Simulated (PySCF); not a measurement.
Ligands exchanged one at a time, Si F-C2H5. All species are isolated molecules in the gas phase. One relaxed conformer stands for each flexible species; it need not be the lowest. Strings in code marks are SMILES.

The numbers are results of PBE-D3(BJ)/def2-TZVP // PBE-D3(BJ)/def2-SVP run with PySCF 2.14.0, not measurements. All candidates: neutral, multiplicity 1. Excitations are Tamm–Dancoff values on a coarser integration grid. The basis has no diffuse functions, so Rydberg states are missing or too high.

```
Property               Value
-------------------  -------
HOMO–LUMO gap        6.49 eV
S1 excitation (TDA)  6.51 eV
T1 excitation (TDA)  6.43 eV
```

**Question.** Name which member has these values.
(A) `CC[Si](F)(F)CC` (C–C–Si–F torsion 65°, F–Si–C–C torsion -180°)
(B) `CC[Si](F)(F)F`
(C) `CC[Si](CC)(CC)CC`

**Answer.** C, `CC[Si](CC)(CC)CC`. The others give `CC[Si](F)(F)F`: 7.90 eV, 8.08 eV, 7.70 eV; `CC[Si](F)(F)CC` (C–C–Si–F torsion 65°, F–Si–C–C torsion -180°): 6.85 eV, 6.93 eV, 6.75 eV
